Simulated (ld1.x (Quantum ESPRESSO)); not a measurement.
# What the settings do to the TM potential of sulfur

Base potential:

ld1.x (Quantum ESPRESSO) 7.5 input, shortened:

```
&input
   title='S', zed=16., rel=1, dft='PZ', iswitch=3,
   config='[Ne] 3s1.75 3p4.25'
 /
 &inputp
   pseudotype=2, tm=.true., lloc=0,
   nlcc=.true., new_core_ps=.true., rcore=0.80
 /
2
3P  2  1   4.25   0.00  1.50  1.50  0.0
3S  1  0   1.75   0.00  1.50  1.50  0.0
 &test
   configts(1)='3s1.75 3p4.25'
 /
```

Cutoffs, loose and tight: the cutoffs (Ry, on a coarse ladder) from which the occupation-weighted sum of valence levels, in a spherical-Bessel basis at the reference potential, stays within 10 and 1 mRy of its value at 400 Ry. They do not see the model core or the augmentation charge, which bear on the density cutoff. Test errors are all-electron minus pseudo excitation energies from the reference, over the configurations 3s2 3p4; 3s2 3p3; 3s2 3p2; 3s2 3p0; 3s2 3p1; 3s2 3p3.5; 3s1 3p4 (two spin-polarised tests are not counted in the largest error). A dash means not determined; rows that change the core or the reference have their own tests.

```csv
change,outcome,"cutoff, loose","cutoff, tight",bound ghosts,largest test error (meV)
base,generated,35 Ry,60 Ry,none,+205
wave 3s (bound): rc 1.50 bohr becomes 3s (bound): rc 1.12 bohr,generated,60 Ry,140 Ry,none,+238
wave 3s (bound): rc 1.50 bohr becomes 3s (bound): rc 1.26 bohr,generated,40 Ry,70 Ry,none,+203
wave 3s (bound): rc 1.50 bohr becomes 3s (bound): rc 1.42 bohr,generated,35 Ry,60 Ry,none,+196
wave 3s (bound): rc 1.50 bohr becomes 3s (bound): rc 1.58 bohr,generated,35 Ry,55 Ry,none,+222
wave 3s (bound): rc 1.50 bohr becomes 3s (bound): rc 1.80 bohr,generated,30 Ry,50 Ry,none,+307
wave 3s (bound): rc 1.50 bohr becomes 3s (bound): rc 1.94 bohr,generated,25 Ry,40 Ry,none,+394
wave 3s (bound): rc 1.50 bohr becomes 3s (bound): rc 2.08 bohr,generated,21 Ry,35 Ry,none,+506
```

**Question.** What comes out with this change to the base: wave 3s (bound): rc 1.50 bohr becomes 3s (bound): rc 2.26 bohr?

**Answer.** outcome: generated; cutoff, loose: 15 Ry; cutoff, tight: 35 Ry; bound ghosts: none; largest test error (meV): +686.

**Question.** What comes out with this change to the base: wave 3s (bound): rc 1.50 bohr becomes 3s (bound): rc 0.96 bohr?

**Answer.** outcome: generated; cutoff, loose: 90 Ry; cutoff, tight: over 300 Ry; bound ghosts: none; largest test error (meV): +321.

Reading the sweep of the s radius (base included, trends over the rows without a ghost): The loose cutoff falls from 90 Ry at 0.96 to 15 Ry at 2.26 bohr. A larger radius leaves more room for a smooth pseudo-wave, so fewer plane waves are needed; a smaller one forces it to follow the all-electron wave where it bends sharply. The median size of the test errors (rows with all tests solved) is not monotonic: lowest 4.3 meV at 1.58 bohr, highest 17.8 meV at 2.26 bohr.
